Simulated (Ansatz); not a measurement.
## Active spaces for CH₃Br, singlet

Program: Ansatz, Gaussian basis, development build. Basis def2-SVP, nonrelativistic, 15 orbitals frozen in the corrections. State-specific CASSCF; RHF is the lowest restricted (open-shell) Hartree–Fock solution met. Letters tell apart solutions met in one space. A minimal or small basis: far from the basis limit. Solutions may break the symmetry of the shape. The lowest solution met needn't be the lowest there is, nor hold the orbitals that a chemist would pick.

Geometry:

```xyz
5

C     0.0000    0.0000   -1.5112
Br    0.0000    0.0000    0.4183
H     0.0000   -1.0395   -1.8580
H    -0.9002    0.5197   -1.8580
H     0.9002    0.5197   -1.8580
```

CASSCF less RHF, in eV, and natural occupations:

| CAS | CASSCF | occupations |
| --- | --- | --- |
| (2,2) a | -0.475 | 1.97, 0.03 |
| (2,2) b | -0.191 | 1.99, 0.01 |

Problem. What totals less RHF do the corrections give on each solution?

Solution. 

```tsv
CAS	SC-NEVPT2
(2,2) a	-7.350
(2,2) b	-7.273
```

Problem. In CAS(2,2), is the solution lowest in CASSCF also lowest after SC-NEVPT2?

Solution. Yes: (2,2) a stays lowest, 0.08 eV under the next.
